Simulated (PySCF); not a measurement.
A PySCF script (with the pyscf-properties extension) for the NMR shieldings of SMILES C/C(=C/F)[SiH2]CCO, C5H11FOSi, on a GFN2-xTB geometry:

```python
import basis_set_exchange as bse
import numpy as np
from pyscf import gto, dft
from pyscf.prop import nmr

atoms = """
C    -2.287263    0.636358    0.617286
C    -1.628257   -0.567845    0.020601
C    -2.370762   -1.598659   -0.339489
F    -1.830265   -2.707577   -0.890833
Si    0.252958   -0.641567   -0.252835
C     1.049816    0.755513    0.771955
C     2.462951    0.919723    0.246904
O     2.932387   -0.377737   -0.055569
H    -1.888588    0.824548    1.612304
H    -3.365465    0.505349    0.690852
H    -2.083856    1.513956    0.005968
H    -3.445777   -1.693973   -0.250202
H     0.491130   -0.394680   -1.682039
H     0.730901   -1.952188    0.174031
H     1.084316    0.471498    1.822513
H     0.521348    1.703660    0.706054
H     2.449657    1.534802   -0.663313
H     3.124928    1.405380    0.978867
H     3.790037   -0.327313   -0.490186
"""
names = dict.fromkeys(["C", "F", "Si", "O", "H"], "pcSseg-1")
basis = {el: gto.basis.parse(bse.get_basis(n, elements=[el], fmt="nwchem")) for el, n in names.items()}
mol = gto.M(atom=atoms, basis=basis, charge=0, verbose=0)
mf = dft.RKS(mol, xc="PBE0")
mf.grids.level = 2
mf.grids.alignment = dft.numint.BLKSIZE   # the property module wants whole blocks of grid points
mf.conv_tol = 1e-9
mf.kernel()

calc = nmr.RKS(mf)   # GIAO
C = mf.mo_coeff
Co = C[:, mf.mo_occ > 0]
resp = mf.gen_response(singlet=True, hermi=2)
def vind(x):   # induced exchange potential for any number of trial vectors
    d = np.einsum("pi,xij,qj->xpq", C, 2 * x.reshape(-1, C.shape[1], Co.shape[1]), Co, optimize=True)
    return np.einsum("xpq,pi,qj->xij", resp(d - d.transpose(0, 2, 1)), C, Co, optimize=True).ravel()
mo1, _ = nmr.rhf.solve_mo1(calc, with_cphf=vind)
sigma = calc.kernel(mo1)
for i, s in enumerate(sigma):   # ppm
    print("%2d %-2s %9.2f" % (i, mol.atom_pure_symbol(i), np.trace(s) / 3))
```

Problem. Give the expected output.

Solution. 
```
 0 C     169.42
 1 C      69.27
 2 C      23.82
 3 F     278.16
 4 Si    404.51
 5 C     172.69
 6 C     122.42
 7 O     296.48
 8 H      30.05
 9 H      30.09
10 H      29.97
11 H      24.64
12 H      27.15
13 H      26.73
14 H      30.19
15 H      30.76
16 H      27.74
17 H      27.20
18 H      31.04
```

These numbers come from an equivalent density-fitted implementation of the same equations, which agrees with the script to about 0.01 ppm for H and up to a few tenths of a ppm for heavy atoms, so last digits may differ.

Problem. Turn these shieldings into chemical shifts. δ = σ(ref) − σ, references computed at the same level: 13C (σref 186.93), 29Si (σref 349.16), 1H (σref 31.72) against TMS; 19F (σref 170.95) vs CFCl3; H2O for 17O (σref 336.08).

Solution. Averaging equivalent atoms: C 2: 163.1; C 1: 117.7; C 6: 64.5; C 0: 17.5; C 5: 14.2; F 3: -107.2; Si 4: -55.3; O 7: 39.6; H 11: 7.08; H 12/13: 4.78; H 16/17: 4.25; H 8/9/10: 1.68; H 14/15: 1.24; H 18: 0.68 ppm. Unscaled 19F shifts against computed CFCl3 carry errors that often reach 10 to 50 ppm. Experimental scales use liquid or dissolved standards, which lie at an offset from isolated H2O (liquid H2O: subtract about 36 ppm).

Size and cost of the density-fitted run: 198 basis functions, 33 s wall time on 1 thread of an Arm Neoverse V1, shared host; peak memory 0.87 GiB.
